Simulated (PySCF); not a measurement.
Low-lying terms of Br⁵⁺ (bromine, charge +5)

Ground state [Ar] 3d10 4s2, ¹S. All numbers are calculated (PySCF 2.14, a scalar-relativistic core potential, in aug-cc-pVQZ-PP with ECP10MDF (7s6p5d3f2g, 89 functions)). Vertical excitation energies in eV without spin-orbit coupling; excited terms of each kind are numbered among those the solver found. Frozen: 3s2 3p6.

| term | leading excitation | EOM-EE-CCSD |
| --- | --- | --- |
| 1 3P° | 4s → p | 13.214 |
| 1 1P° | 4s → p | 18.968 |
| 1 3D | 4s → d | 37.596 |
| 1 1D | 4s → d | 41.122 |
| 1 3S | 4s → s | 44.291 |
| 1 1S | 4s → s | 45.297 |
| 2 3P° | 4s → p | 50.320 |
| 2 1P° | 4s → p | 50.633 |
| 1 1F° | 4s → f | 53.776 |
| 1 3F° | 4s → f | 55.920 |
| 2 3D | 4s → d | 59.046 |
| 2 1D | 4s → d | 59.355 |

Doubly excited terms such as np² are absent. The solver can miss terms.
